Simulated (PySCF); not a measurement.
A calculated (revPBE, PySCF 2.14, x2c-TZVPPall with one added diffuse shell each of s, p, d type, scalar relativity by spin-free X2C-1e) atom or ion has these occupied shells.

```
shell  electrons  orbital energy (eV)  rms radius, mean of both spins (bohr)
 1s β          1             -38667.4                                 0.0286
 1s α          1             -38667.4                                 0.0286
 2s α          1              -6156.2                                  0.116
 2s β          1              -6156.2                                  0.116
 2p α          3              -5523.5                                  0.104
 2p β          3              -5523.5                                  0.104
 3s α          1              -1316.1                                  0.305
 3s β          1              -1316.1                                  0.305
 3p α          3              -1113.5                                  0.304
 3p β          3              -1113.4                                  0.304
 3d α          5              -819.50                                  0.282
 3d β          5              -819.44                                  0.282
 4s α          1              -265.15                                  0.696
 4s β          1              -264.75                                  0.696
 4p α          3              -199.22                                  0.740
 4p β          3              -198.81                                  0.740
 4d α          5              -103.19                                  0.831
 4d β          5              -102.74                                  0.831
 5s α          1              -40.651                                   1.68
 5s β          1              -40.003                                   1.68
 5p α          3              -24.816                                   1.97
 5p β          3              -24.086                                   1.97
 5d α          1               -7.122                                   3.33
 4f α          1               -2.228                                   2.22
```

Q: Name the element and its charge.

A: La⁺ (lanthanum, charge +1), in [Xe] 4f1 5d1, one real determinant (an excited configuration).
